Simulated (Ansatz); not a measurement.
Basis sets compared for (MgTe)2 ring (Mg2Te2). Charge 0, multiplicity 1. Geometry PBE-D4/def2-SVP. Ansatz on 4 threads of Arm Neoverse V2 on a shared host; times are rough, and most runs start from earlier orbitals.

```xyz
4

Mg   -1.369    0.201   -0.242
Te    0.512    1.448   -1.695
Mg    1.369   -0.201    0.242
Te   -0.512   -1.448    1.695
```

In the def2 sets Te takes a core potential; there is no spin–orbit coupling.

Binding counts from free atoms (Mg singlet, Te triplet) in the same basis, without a counterpoise term.

```tsv
level	functions	energy (Eh)	HOMO (eV)	LUMO (eV)	binding per atom (eV)	wall time
PBE-D4/def2-SVP	88	-935.9477	-4.78	-3.33	1.89	0.8 s
PBE-D4/def2-TZVP	164	-936.1107	-4.87	-3.33	1.90	1.3 s
r2SCAN-D4/def2-TZVP (with forces)	164	-936.5278	-5.06	-3.08	1.94	3.5 s
PBE0-D4/def2-SVP	88	-936.0238	-5.69	-2.75	1.85	1.1 s
PBE0-D4/def2-TZVP	164	-936.1856	-5.75	-2.73	1.87	2.2 s
```

Estimate the rows for PBE-D4/def2-TZVPD, r2SCAN-D4/def2-TZVPD, PBE0-D4/def2-TZVPD.


```tsv
level	functions	energy (Eh)	HOMO (eV)	LUMO (eV)	binding per atom (eV)	wall time
PBE-D4/def2-TZVPD	188	-936.1113	-4.88	-3.33	1.90	2.2 s
r2SCAN-D4/def2-TZVPD	188	-936.5283	-5.05	-3.07	1.94	3.6 s
PBE0-D4/def2-TZVPD	188	-936.1861	-5.76	-2.74	1.87	3 s
```
